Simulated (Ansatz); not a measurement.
`C[SiH2][Se]C` + H₂ → `C[SeH]` + `C[SiH3]`  (hydrogenolysis of the Se–Si bond)

Gas-phase electronic energies from Ansatz, PBE0-D4/def2-TZVP geometries. CCSD(T)/CBS is the MP2 limit (def2-TZVPP, def2-QZVPP) plus CCSD(T) − MP2 in def2-TZVPP, frozen cores. This one scheme is used for every species. DFT in def2-TZVPP. For Se outer-core shells are correlated without core-valence functions, which leaves a few kJ/mol of doubt a bond. Scalar relativity is left out up to krypton. One conformer a species, not always the lowest.

`C[SiH2][Se]C`:

```xyz
12

C     1.649   -0.393   -0.588
Si    0.495   -0.859    0.805
Se   -1.689   -0.884    0.178
C    -1.851    1.031   -0.196
H     1.426    0.609   -0.962
H     2.686   -0.399   -0.240
H     1.555   -1.097   -1.417
H     0.666    0.101    1.932
H     0.768   -2.238    1.288
H    -1.234    1.309   -1.048
H    -1.574    1.610    0.683
H    -2.897    1.212   -0.435
```

H₂:

Z-matrix (Å, degrees):
```
H
H 1 0.746
```

`C[SeH]`:

```xyz
6

C    -0.202    0.077   -0.501
Se    1.020    0.404    0.981
H    -0.115   -0.949   -0.850
H     0.104    0.756   -1.297
H    -1.225    0.303   -0.210
H     0.418   -0.591    1.877
```

`C[SiH3]`:

```xyz
8

C    -0.944   -0.216    0.193
Si    0.844    0.194   -0.173
H    -1.536   -0.224   -0.724
H    -1.379    0.520    0.872
H    -1.028   -1.200    0.660
H     1.435   -0.809   -1.100
H     1.650    0.201    1.078
H     0.957    1.536   -0.807
```

```
        level  ΔE (kcal/mol)
    revPBE-D4           12.6
      BLYP-D4           10.7
   r2SCANh-D4           11.1
 CAM-B3LYP-D4            8.3
        BHLYP            6.2
 MP2/def2-SVP            8.3
CCSD/def2-SVP            4.9
HF/def2-TZVPP            3.8
```

(1) What does CCSD(T)/CBS give? (Estimate.)

(2) What do rigid-rotor, harmonic-oscillator terms from PBE0-D4/def2-TZVP frequencies (298.15 K, 1 bar) make of the CCSD(T)/CBS value? (Estimate.)

Largest T1 diagnostic among the species: 0.010.

Answers

(1) Computed: +11.3 kcal/mol. The listed levels differ from it by 1.3, -0.6, -0.2, -3.0, -5.1, -3.0, -6.4, -7.5 kcal/mol.

(2) Ansatz gave: ΔZPE = +2.2 kcal/mol, ΔH = +12.3 kcal/mol, ΔS = 28 J/(mol·K), ΔG = +10.3 kcal/mol.

In def2-TZVPP, CCSD(T) changes the Hartree–Fock value by +5.7 kcal/mol (the triples alone add +1.3 kcal/mol) and MP2 by +8.4 kcal/mol. At CCSD(T), def2-SVP lies −5.5 kcal/mol from the extrapolated value and def2-TZVPP −1.8 kcal/mol. The D4 term adds +3.5 kcal/mol with B3LYP and +1.9 kcal/mol with PBE0; it sums over pairs of atoms, weighted by their polarisabilities, and B3LYP, whose exchange is more repulsive, gets the larger term.

B3LYP here is the variant with VWN-RPA as its local correlation; programs differ in this.
